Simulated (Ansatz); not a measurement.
Na₃S⁺, relaxed as a singlet with RKS PBE0-D4/def2-TZVP in Ansatz, starting from the GFN2-xTB geometry. Force threshold 0.02 eV/Å.

The structure comes from a short search, and lower isomers may exist.

Start:

```xyz
4

Na   -1.150    0.848    2.090
Na    0.813   -2.399   -0.095
Na   -0.059    1.397   -2.114
S     0.396    0.153    0.119
```

```
step  energy (eV)  largest force component (eV/Å)  SCF passes
   1  -24070.8055                           0.448          15
   2  -24070.8777                           0.216          20
   3  -24070.9182                           0.093          19
   4  -24070.9281                           0.009          18
   5  -24070.9284                           0.004          18
```

Force components are those of the run's own axes.

End:

```xyz
4

Na   -1.001    0.884    2.095
Na    0.927   -2.306   -0.057
Na    0.071    1.421   -2.038
S     0.003    0.001    0.000
```

By distances, no bond broke or formed. The bond that changes most is Na1–S4, from 2.60 to 2.49 Å (atoms count from 1).

The force fell under the threshold at step 4, but the optimiser went on. No frequencies were taken in this run, so the end may be a saddle point.

Run time 2.6 s (4 threads of AMD EPYC 9R45 on a shared host).
